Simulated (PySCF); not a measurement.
Ge(OMe)(SiH3) (CH6GeOSi), SMILES [SiH3][Ge][O]C (connectivity only; charge and spin as stated), neutral, multiplicity 1.

Coordinates come from a B3LYP-D3(BJ)/def2-SVP optimisation. The structure was generated by enumeration; whether it is a known compound was not checked. The values are those of a single conformer.

Computed with PBE/def2-TZVP (PySCF).

The molecule is in vacuum.

Q: Estimate the frontier levels, gap, dipole moment and polarisability. (Estimate from the structure and the level; the computed values follow.)

A: 
```
Item                                                                                                             Value
---------------------------------------------------------------------------------------------  -----------------------
highest occupied level                                                                                        -5.33 eV
lowest empty level                                                                                            -3.32 eV
orbital gap                                                                                                    2.01 eV
dipole moment                                                                                                0.150 e·Å
quadrupole, principal values (traceless, Buckingham form, about the centre of nuclear charge)    -8.78, 3.64, 5.14 D·Å
mean static polarisability                                                                       85.7 bohr³ (12.69 Å³)
polarisability, principal values                                                               62.8, 89.3, 104.8 bohr³
```
